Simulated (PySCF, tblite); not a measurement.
Species: C6H14N2OSi.
Atom-mapped SMILES: `[CH2:1]=[CH:2]/[CH:3]=[C:4](\[CH3:5])[Si:6]([NH2:7])([NH2:8])[O:9][CH3:10]` (hydrogens: H11, H12 on C1; H13 on C2; H14 on C3; H15, H16, H17 on C5; H18, H19 on N7; H20, H21 on N8; H22, H23, H24 on C10)

Structure optimised with GFN2-xTB, isolated species.

Problem. What internal coordinates does the optimisation give?

Solution. 
```csv
bond,length (Å),order
C1=C2,1.331,double
C2–C3,1.445,single
C3=C4,1.341,double
C4–C5,1.498,single
C4–Si6,1.890,single
"Si6–N7, Si6–N8",1.733,single
Si6–O9,1.637,single
O9–C10,1.399,single
C1–H11,1.077,single
C1–H12,1.078,single
C2–H13,1.081,single
C3–H14,1.084,single
"C5–H15, C5–H16, C5–H17",1.088,single
N7–H18 and 3 like bonds,1.007,single
"C10–H22, C10–H23, C10–H24",1.092,single
```

Bonds in one row agree within 0.01 Å and their mean is given. Orders are formal, as drawn. A selection of angles:
```csv
angle,degrees
C1–C2–C3,123.0
C2–C3–C4,128.0
C3–C4–C5,123.7
C3–C4–Si6,120.1
C5–C4–Si6,116.2
C4–Si6–N7,107.1
C4–Si6–O9,113.9
N7–Si6–N8,113.3
N7–Si6–O9,107.2
Si6–O9–C10,127.1
H18–N7–Si6,117.1
H19–N7–Si6,117.2
H20–N8–Si6,117.8
H21–N8–Si6,117.1
```

Dihedral angles: C1–C2–C3–C4 180° (antiperiplanar); C2–C3–C4–C5 1° (synperiplanar); C3–C4–Si6–N7 -101° (anticlinal); C4–Si6–O9–C10 67° (synclinal). The mirror-image conformer, all signs reversed, is as good.

The C–C distances run from 1.331 Å (C1=C2, drawn double) to 1.498 Å (C4–C5, drawn single), a spread of 0.167 Å. N7 (silicon-bound nitrogen) is pyramidal (angles 117.2°, 117.1° and 108.8°, sum 343.1°, 0.28 Å off the plane of its three neighbours). Si6 (oxygen-bound silicon) is distorted tetrahedral (angles from 107.1° to 113.9°). Of the pairs four or more bonds apart, H13···H17 is among the closest relative to their van der Waals radii: 2.06 Å, 86 % of the sum of Bondi's values. O9 (silyl ether oxygen) is bent (angle 127.1°).

Point group: C1 (no symmetry element, even within 0.4 Å). Its GFN2-xTB frequencies are all real (lowest 23 cm⁻¹). The numbers are those of one conformer (C1–C2–C3–C4 180°, C3–C4–Si6–N7 -101°, C4–Si6–N7–H 44° and 176°, C4–Si6–N8–H 59° and -168°, C4–Si6–O9–C10 67°).

The numbers are calculated, not measured.
